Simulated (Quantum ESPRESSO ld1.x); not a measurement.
Q: Species: Te3+. Configuration: [Kr] 4d10 5s2 5p1. Method: non-relativistic Kohn-Sham, LDA (Slater exchange, VWN5 correlation), spin-polarised, spherical densities, point nucleus; open shells are filled with parallel spins first; relativity is left out, which matters for an element this heavy; computed with ld1.x of Quantum ESPRESSO 7.5. Some entries of the table are withheld. Estimate them.

orbital  occ.  eigenvalue (eV)  <1/r> (bohr^-1)
1s up       1       -30394.699            51.43
1s down     1       -30394.658            51.43
2s up       1        -4575.991            11.79
2s down     1        -4575.970            11.79
2p up       3        -4298.119            11.80
2p down     3        -4298.086            11.80
3s up       1         -932.708            4.280
3s down     1         -932.670            4.280
3p up       3         -816.340            4.208
3p down     3         -816.298            4.208
3d up       5         -599.388            4.076
3d down     5         -599.350            4.076
4s up       1         -182.397            1.738
4s down     1         -182.311            1.738
4p up       3         -142.295              (1)
4p down     3         -142.198              (2)
4d up       5              (3)            1.383
4d down     5              (4)            1.385
5s up       1          -41.836           0.6532
5s down     1          -40.981           0.6555
5p up       1          -32.216           0.5741
5p down     0          -31.331           0.5740

A: 
(1) 4p up <1/r> (bohr^-1): 1.634
(2) 4p down <1/r> (bohr^-1): 1.635
(3) 4d up eigenvalue (eV): -74.359
(4) 4d down eigenvalue (eV): -74.198
